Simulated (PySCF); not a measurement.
What does the PBE0-D3(BJ)/def2-SVP structure of `C/N=C\[SiH2]B(F)F` look like in three dimensions?

```xyz
13
C2H6BF2NSi angstrom
C     -1.650   -0.369    0.744
N     -1.809    0.538   -0.353
C     -0.820    1.205   -0.784
Si     0.994    1.184   -0.147
B      1.761   -0.675   -0.426
F      1.802   -1.580    0.535
F      2.190   -1.063   -1.611
H     -0.614   -0.471    1.129
H     -2.008   -1.368    0.445
H     -2.297   -0.046    1.576
H     -1.023    1.878   -1.636
H      1.749    2.178   -0.967
H      1.066    1.577    1.294
```

Orientation and origin are arbitrary. Atoms count from 1 in this order. Si4 (SiH2 silicon) is tetrahedral (angles from 106.7° to 111.2°). Of the pairs four or more bonds apart, Si4···H8 is among the closest relative to their van der Waals radii: 2.64 Å, 80 % of the sum of Bondi's values. The C–N distances run from 1.268 Å (N2=C3, drawn double) to 1.432 Å (C1–N2, drawn single), a spread of 0.164 Å. B5 (three-coordinate boron) is planar (angles 122.6°, 121.0° and 116.2°, sum 359.9°, 0.02 Å off the plane of its three neighbours).

Bonds between heavy atoms (Å): C1–N2 1.432, N2=C3 1.268, C3–Si4 1.923, Si4–B5 2.030, B5–F6 1.321, B5–F7 1.319.

Computed, not measured: PySCF, PBE0-D3(BJ)/def2-SVP geometry optimisation, gas phase.

Point group: C1 (no symmetry element, even within 0.4 Å). Not checked by PBE0-D3(BJ)/def2-SVP frequencies. The numbers are those of one conformer (N2–C3–Si4–B5 63°, C3–Si4–B5–F6 -98°).

On Arm Neoverse V2, one thread, on a shared host, this took 57 s and 0.51 GiB of memory at its peak. That covers the optimisation of the geometry.
